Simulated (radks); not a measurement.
Question: The mean radii <r> (bohr) of the occupied orbitals of an atom or ion are listed with their occupations. All-electron calculation, scalar-relativistic Kohn-Sham, LB94 model potential, spin-unpolarised, spherical densities, finite nucleus; Fermi nuclear charge, rms radius of each element as measured or else 0.836 A^(1/3) + 0.57 fm. Program: a radial shooting solver on a logarithmic mesh with Libxc functionals.

orbital  occ.      <r>
1s          2  0.01685
2s          2  0.07102
2p          6  0.06412
3s          2   0.1836
3p          6   0.1847
3d         10   0.1672
4s          2   0.4071
4p          6   0.4334
4d         10   0.4572
5s          2   0.8851
4f         14   0.4883
5p          6   0.9846

Name the element and its charge.

Answer: Z = 79, gold, charge +11: Au11+ in [Xe] 4f14. The 1s radius gives Z: for a bare nucleus <r> = (2 gamma + 1)/(2Z) with gamma = sqrt(1 - (Z/c)^2), 0.01667 bohr for Z = 79, and screening makes it slightly larger (0.01685 here). The occupations add up to 68, and the charge is Z minus that.
